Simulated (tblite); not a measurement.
A geometry optimisation, step by step.

C₇H₈BN.
Bonds: B1–N2, N2–C3 (aromatic), C3–C4 (aromatic), C4–C5 (aromatic), C5–C6 (aromatic), C6–C7, C7–C8 (triple), C6–C9 (aromatic), N2–C9 (aromatic). Hydrogens: H10, H11, H12 on B1; H13 on C3; H14 on C4; H15 on C5; H16 on C8; H17 on C9.
Bond orders are those of one Lewis drawing.

Computed with GFN2-xTB (tblite), gas phase: L-BFGS steps from a force-field or distance-geometry start until the largest atomic force falls under 0.01 eV/Å. 11 of its 35 geometries are shown.

Step 0: E = -629.8393 eV, largest atomic force 1.689 eV/Å
```
atom  x, y, z in Å  |  force x, y, z in eV/Å
B1     -2.302    1.216   -0.114   -0.821   0.339   0.397
N2     -1.117    0.269    0.064    1.114  -0.660   0.079
C3     -1.305   -1.091    0.046    0.420   1.284   0.000
C4     -0.238   -1.959    0.170    0.231  -0.075   0.131
C5      1.050   -1.457    0.341   -0.274  -0.046  -0.167
C6      1.245   -0.074    0.344    0.836   0.350   0.108
C7      2.576    0.472    0.493    0.257   0.159   0.071
C8      3.692    0.927    0.627   -1.275  -0.526  -0.146
C9      0.153    0.776    0.210   -1.369  -0.973  -0.181
H10    -3.311    0.727    0.325    0.196  -0.286  -0.129
H11    -2.125    2.242    0.467    0.379   0.099  -0.010
H12    -2.462    1.445   -1.271    0.198  -0.126  -0.198
H13    -2.314   -1.496   -0.075    0.413   0.614   0.054
H14    -0.396   -3.037    0.157   -0.012   0.363  -0.012
H15     1.885   -2.127    0.440    0.145  -0.049   0.049
H16     4.657    1.321    0.745   -0.024  -0.014  -0.015
H17     0.307    1.857    0.214   -0.414  -0.453  -0.030
```

Step 3: E = -629.9948 eV, largest atomic force 0.659 eV/Å
```
atom  x, y, z in Å  |  force x, y, z in eV/Å
B1     -2.330    1.230   -0.102    0.052   0.071  -0.077
N2     -1.098    0.256    0.065   -0.213   0.316  -0.012
C3     -1.286   -1.066    0.046    0.025  -0.078  -0.008
C4     -0.234   -1.952    0.174    0.313   0.037   0.049
C5      1.051   -1.454    0.335    0.120  -0.093  -0.031
C6      1.257   -0.069    0.346   -0.109  -0.242  -0.033
C7      2.563    0.470    0.493    0.394   0.256   0.072
C8      3.676    0.920    0.625   -0.608  -0.245  -0.065
C9      0.135    0.748    0.206    0.062   0.006  -0.009
H10    -3.306    0.711    0.322   -0.065  -0.278   0.061
H11    -2.108    2.247    0.468    0.223   0.081   0.066
H12    -2.453    1.438   -1.277    0.151  -0.118   0.002
H13    -2.292   -1.464   -0.072    0.179   0.461   0.022
H14    -0.398   -3.023    0.156   -0.050   0.181   0.001
H15     1.889   -2.127    0.441    0.034   0.021   0.017
H16     4.645    1.316    0.743   -0.138  -0.063  -0.027
H17     0.283    1.829    0.212   -0.370  -0.313  -0.027
```

Step 7: E = -630.0457 eV, largest atomic force 0.137 eV/Å
```
atom  x, y, z in Å  |  force x, y, z in eV/Å
B1     -2.333    1.237   -0.101    0.052  -0.074   0.050
N2     -1.105    0.267    0.065    0.037  -0.028   0.014
C3     -1.269   -1.054    0.048   -0.083  -0.078  -0.003
C4     -0.218   -1.943    0.177   -0.055   0.003  -0.033
C5      1.069   -1.464    0.332   -0.022   0.004   0.005
C6      1.252   -0.080    0.342   -0.086   0.023  -0.020
C7      2.545    0.475    0.494    0.064   0.070   0.003
C8      3.656    0.912    0.624   -0.104  -0.034  -0.009
C9      0.130    0.735    0.204    0.060   0.116   0.010
H10    -3.303    0.680    0.325    0.120   0.021  -0.020
H11    -2.079    2.254    0.474    0.018  -0.069  -0.022
H12    -2.432    1.423   -1.280    0.059  -0.038   0.016
H13    -2.280   -1.408   -0.071   -0.079   0.029  -0.006
H14    -0.405   -3.004    0.157   -0.047  -0.043   0.003
H15     1.905   -2.132    0.445    0.102  -0.039   0.010
H16     4.622    1.307    0.739   -0.016  -0.001  -0.004
H17     0.238    1.806    0.209   -0.018   0.136   0.006
```

Step 10: E = -630.0511 eV, largest atomic force 0.129 eV/Å
```
atom  x, y, z in Å  |  force x, y, z in eV/Å
B1     -2.324    1.230   -0.098    0.023   0.000  -0.016
N2     -1.103    0.266    0.067    0.013  -0.008   0.010
C3     -1.273   -1.056    0.048    0.015   0.005  -0.004
C4     -0.220   -1.944    0.173   -0.003  -0.034   0.008
C5      1.070   -1.467    0.332   -0.048   0.044  -0.019
C6      1.247   -0.079    0.340    0.016   0.012   0.008
C7      2.539    0.479    0.494   -0.018  -0.004  -0.010
C8      3.651    0.911    0.624    0.011   0.015   0.002
C9      0.130    0.743    0.205   -0.003  -0.012   0.003
H10    -3.292    0.677    0.325    0.031  -0.016   0.012
H11    -2.073    2.248    0.473    0.023  -0.026   0.002
H12    -2.422    1.416   -1.278    0.051  -0.034   0.011
H13    -2.289   -1.399   -0.071    0.020   0.015   0.007
H14    -0.411   -3.006    0.157   -0.025  -0.018  -0.006
H15     1.914   -2.134    0.446   -0.090   0.091  -0.014
H16     4.617    1.305    0.738   -0.016   0.002  -0.001
H17     0.231    1.819    0.210    0.000  -0.032   0.007
```

Step 14: E = -630.0535 eV, largest atomic force 0.035 eV/Å
```
atom  x, y, z in Å  |  force x, y, z in eV/Å
B1     -2.316    1.226   -0.098   -0.006   0.000   0.006
N2     -1.100    0.265    0.069   -0.019  -0.001  -0.001
C3     -1.272   -1.056    0.048   -0.023   0.009   0.005
C4     -0.224   -1.948    0.173   -0.018   0.007  -0.003
C5      1.062   -1.462    0.329    0.001   0.000   0.002
C6      1.245   -0.076    0.340   -0.009  -0.006  -0.006
C7      2.536    0.481    0.492    0.018  -0.009   0.000
C8      3.648    0.913    0.624    0.001   0.009  -0.002
C9      0.130    0.745    0.206   -0.006   0.006   0.006
H10    -3.282    0.672    0.327   -0.007  -0.010   0.006
H11    -2.065    2.242    0.473    0.017   0.011   0.007
H12    -2.408    1.407   -1.277    0.022  -0.012  -0.024
H13    -2.291   -1.391   -0.070   -0.012  -0.015   0.001
H14    -0.417   -3.009    0.156    0.009   0.011  -0.003
H15     1.907   -2.122    0.444    0.013  -0.015  -0.005
H16     4.613    1.306    0.737    0.014   0.016   0.002
H17     0.227    1.821    0.211    0.005   0.000   0.008
```

Step 17: E = -630.0538 eV, largest atomic force 0.018 eV/Å
```
atom  x, y, z in Å  |  force x, y, z in eV/Å
B1     -2.316    1.226   -0.098   -0.013   0.012  -0.003
N2     -1.101    0.265    0.069    0.006  -0.001   0.012
C3     -1.275   -1.056    0.048   -0.003  -0.010   0.002
C4     -0.226   -1.947    0.173    0.006   0.004   0.001
C5      1.061   -1.462    0.329    0.006   0.000  -0.002
C6      1.244   -0.076    0.339    0.008   0.000   0.003
C7      2.537    0.479    0.492    0.008   0.002  -0.001
C8      3.648    0.914    0.623   -0.010   0.003  -0.003
C9      0.129    0.745    0.206    0.012  -0.004   0.003
H10    -3.282    0.670    0.328    0.006   0.013  -0.009
H11    -2.062    2.242    0.474   -0.001  -0.008  -0.011
H12    -2.404    1.405   -1.280    0.009  -0.007   0.011
H13    -2.292   -1.393   -0.070   -0.010  -0.004   0.002
H14    -0.417   -3.008    0.156   -0.002   0.005  -0.003
H15     1.907   -2.122    0.444   -0.007  -0.008  -0.007
H16     4.614    1.308    0.737   -0.012   0.004  -0.001
H17     0.227    1.820    0.213   -0.003  -0.001   0.007
```

Step 20: E = -630.0539 eV, largest atomic force 0.023 eV/Å
```
atom  x, y, z in Å  |  force x, y, z in eV/Å
B1     -2.316    1.227   -0.098    0.020  -0.011   0.000
N2     -1.101    0.265    0.071    0.001  -0.002   0.005
C3     -1.276   -1.056    0.049    0.007   0.005   0.005
C4     -0.226   -1.946    0.173    0.000  -0.004  -0.001
C5      1.061   -1.462    0.329   -0.002  -0.005  -0.003
C6      1.245   -0.076    0.339   -0.001  -0.003   0.000
C7      2.538    0.479    0.491   -0.012  -0.001  -0.003
C8      3.648    0.916    0.623    0.005   0.007  -0.001
C9      0.129    0.745    0.207   -0.007  -0.005   0.006
H10    -3.281    0.671    0.327   -0.010   0.010  -0.004
H11    -2.061    2.242    0.473   -0.005   0.011  -0.004
H12    -2.401    1.403   -1.280    0.000   0.000  -0.004
H13    -2.294   -1.393   -0.070    0.010   0.005   0.005
H14    -0.417   -3.008    0.155   -0.002  -0.004  -0.002
H15     1.906   -2.123    0.442   -0.004  -0.008  -0.006
H16     4.614    1.309    0.737   -0.001   0.009   0.000
H17     0.227    1.820    0.214   -0.001  -0.005   0.006
```

Step 24: E = -630.0542 eV, largest atomic force 0.027 eV/Å
```
atom  x, y, z in Å  |  force x, y, z in eV/Å
B1     -2.312    1.227   -0.098   -0.015   0.010   0.002
N2     -1.101    0.263    0.079   -0.005   0.002  -0.009
C3     -1.278   -1.056    0.053    0.003  -0.007   0.006
C4     -0.227   -1.946    0.172   -0.010  -0.017  -0.002
C5      1.061   -1.464    0.326   -0.004  -0.011  -0.001
C6      1.246   -0.079    0.340   -0.014  -0.006  -0.002
C7      2.538    0.478    0.489    0.012   0.008   0.006
C8      3.646    0.922    0.621   -0.013  -0.005   0.000
C9      0.130    0.742    0.213    0.003   0.011   0.012
H10    -3.284    0.679    0.323    0.004  -0.002  -0.001
H11    -2.059    2.245    0.467    0.004   0.011  -0.001
H12    -2.390    1.396   -1.281    0.000   0.005  -0.015
H13    -2.296   -1.393   -0.065    0.006   0.006   0.008
H14    -0.419   -3.007    0.152   -0.004  -0.027  -0.001
H15     1.902   -2.130    0.435    0.020   0.004  -0.005
H16     4.610    1.319    0.737    0.002   0.010  -0.004
H17     0.226    1.817    0.222    0.012   0.008   0.007
```

Step 27: E = -630.0545 eV, largest atomic force 0.032 eV/Å
```
atom  x, y, z in Å  |  force x, y, z in eV/Å
B1     -2.310    1.228   -0.099   -0.012   0.021  -0.021
N2     -1.102    0.263    0.083    0.009  -0.001   0.007
C3     -1.278   -1.057    0.057    0.001   0.001  -0.005
C4     -0.229   -1.949    0.172    0.014  -0.004   0.006
C5      1.060   -1.467    0.323    0.006   0.002  -0.003
C6      1.246   -0.082    0.340    0.013  -0.003   0.011
C7      2.538    0.478    0.488   -0.018  -0.017   0.005
C8      3.644    0.926    0.620    0.003   0.001   0.003
C9      0.130    0.741    0.219    0.002  -0.009  -0.006
H10    -3.285    0.684    0.320    0.006  -0.007   0.002
H11    -2.057    2.249    0.463    0.004  -0.004  -0.006
H12    -2.383    1.392   -1.284   -0.002   0.004   0.008
H13    -2.296   -1.393   -0.061   -0.015  -0.002   0.006
H14    -0.421   -3.010    0.149   -0.004   0.002   0.000
H15     1.902   -2.134    0.428    0.005   0.019  -0.007
H16     4.607    1.328    0.736   -0.021  -0.001  -0.008
H17     0.227    1.816    0.229    0.010  -0.002   0.009
```

Step 31: E = -630.0548 eV, largest atomic force 0.030 eV/Å
```
atom  x, y, z in Å  |  force x, y, z in eV/Å
B1     -2.309    1.231   -0.102    0.017  -0.021   0.012
N2     -1.101    0.262    0.088   -0.008   0.002  -0.013
C3     -1.278   -1.058    0.061   -0.005   0.001   0.004
C4     -0.229   -1.952    0.172   -0.012   0.010  -0.004
C5      1.060   -1.470    0.320   -0.003  -0.002   0.002
C6      1.246   -0.086    0.342   -0.015  -0.001  -0.001
C7      2.537    0.475    0.489    0.011  -0.001   0.009
C8      3.640    0.931    0.619   -0.011  -0.005   0.001
C9      0.131    0.738    0.224   -0.001   0.002   0.004
H10    -3.285    0.689    0.317    0.007   0.003  -0.002
H11    -2.054    2.253    0.457   -0.001  -0.002  -0.003
H12    -2.375    1.389   -1.288   -0.007   0.007  -0.009
H13    -2.298   -1.392   -0.055    0.008  -0.002   0.005
H14    -0.423   -3.013    0.147    0.003   0.011   0.003
H15     1.904   -2.136    0.420    0.008  -0.001  -0.005
H16     4.600    1.337    0.733    0.004   0.005  -0.005
H17     0.229    1.813    0.238    0.005  -0.006   0.004
```

Step 34: E = -630.0549 eV, largest atomic force 0.008 eV/Å
```
atom  x, y, z in Å  |  force x, y, z in eV/Å
B1     -2.307    1.231   -0.103   -0.003   0.003  -0.002
N2     -1.101    0.262    0.089    0.001   0.002  -0.006
C3     -1.279   -1.058    0.063    0.001   0.002   0.000
C4     -0.230   -1.952    0.172    0.000   0.000  -0.001
C5      1.060   -1.472    0.319   -0.001  -0.001   0.000
C6      1.246   -0.087    0.344    0.002   0.000   0.001
C7      2.536    0.473    0.490    0.000   0.004   0.006
C8      3.638    0.932    0.619    0.002   0.002   0.001
C9      0.131    0.737    0.226    0.000   0.001   0.003
H10    -3.285    0.691    0.315    0.003  -0.003  -0.001
H11    -2.053    2.254    0.454    0.004  -0.004  -0.001
H12    -2.373    1.389   -1.289   -0.003  -0.001   0.003
H13    -2.299   -1.392   -0.052    0.002  -0.001   0.002
H14    -0.424   -3.013    0.146   -0.002  -0.001   0.002
H15     1.905   -2.136    0.416   -0.005  -0.006  -0.003
H16     4.598    1.341    0.731    0.003   0.001  -0.003
H17     0.232    1.812    0.242   -0.003   0.002   0.001
```

Problem. Summarise the path.

Solution. The energy falls by 4.97 kcal/mol from step 0 to step 34; nine tenths of that is first reached at step 5. It falls at every step. The largest force goes from 1.689 to 0.008 eV/Å. Among the bonds N2–C9 changes most, from 1.375 to 1.328 Å; the atoms move by 0.058 Å rms after alignment.

Problem. Follow the three bonds and two angles with the largest change from start to end.

Solution. 
| step | E above end (kcal/mol) | largest force (eV/Å) | N2–C9 (Å) | N2–C3 (Å) | C6–C7 (Å) | H10–B1–H11 (°) | N2–B1–H12 (°) |
| --- | --- | --- | --- | --- | --- | --- | --- |
| 0 | 4.97 | 1.689 | 1.375 | 1.373 | 1.446 | 107.2 | 109.7 |
| 1 | 3.27 | 2.199 | 1.340 | 1.347 | 1.438 | 108.7 | 108.6 |
| 3 | 1.39 | 0.659 | 1.335 | 1.336 | 1.421 | 110.9 | 106.9 |
| 4 | 0.76 | 0.440 | 1.336 | 1.339 | 1.424 | 111.9 | 106.2 |
| 6 | 0.32 | 0.216 | 1.330 | 1.334 | 1.418 | 113.2 | 105.4 |
| 7 | 0.21 | 0.137 | 1.328 | 1.332 | 1.415 | 113.4 | 105.3 |
| 9 | 0.11 | 0.104 | 1.329 | 1.332 | 1.415 | 113.4 | 105.3 |
| 10 | 0.09 | 0.129 | 1.329 | 1.333 | 1.416 | 113.4 | 105.3 |
| 12 | 0.05 | 0.083 | 1.329 | 1.333 | 1.415 | 113.4 | 105.1 |
| 13 | 0.04 | 0.044 | 1.328 | 1.332 | 1.414 | 113.4 | 105.0 |
| 15 | 0.03 | 0.033 | 1.327 | 1.332 | 1.415 | 113.4 | 104.9 |
| 16 | 0.03 | 0.027 | 1.327 | 1.332 | 1.415 | 113.4 | 104.9 |
| 18 | 0.02 | 0.015 | 1.328 | 1.332 | 1.415 | 113.5 | 104.7 |
| 19 | 0.02 | 0.014 | 1.328 | 1.332 | 1.415 | 113.6 | 104.6 |
| 21 | 0.02 | 0.028 | 1.328 | 1.332 | 1.415 | 113.6 | 104.6 |
| 22 | 0.02 | 0.025 | 1.328 | 1.332 | 1.415 | 113.6 | 104.5 |
| 24 | 0.01 | 0.027 | 1.328 | 1.332 | 1.415 | 113.5 | 104.5 |
| 25 | 0.01 | 0.034 | 1.328 | 1.332 | 1.415 | 113.5 | 104.4 |
| 27 | 0.01 | 0.032 | 1.328 | 1.332 | 1.416 | 113.5 | 104.3 |
| 28 | 0.01 | 0.027 | 1.328 | 1.332 | 1.416 | 113.6 | 104.2 |
| 30 | 0.00 | 0.029 | 1.328 | 1.332 | 1.415 | 113.6 | 104.1 |
| 31 | 0.00 | 0.030 | 1.328 | 1.332 | 1.415 | 113.6 | 104.2 |
| 33 | 0.00 | 0.013 | 1.328 | 1.332 | 1.415 | 113.5 | 104.2 |
| 34 | 0.00 | 0.008 | 1.328 | 1.332 | 1.415 | 113.5 | 104.3 |

What follows is the cost of the whole relaxation. On Arm Neoverse V2, one thread (shared host), this took 0.18 s of wall time.
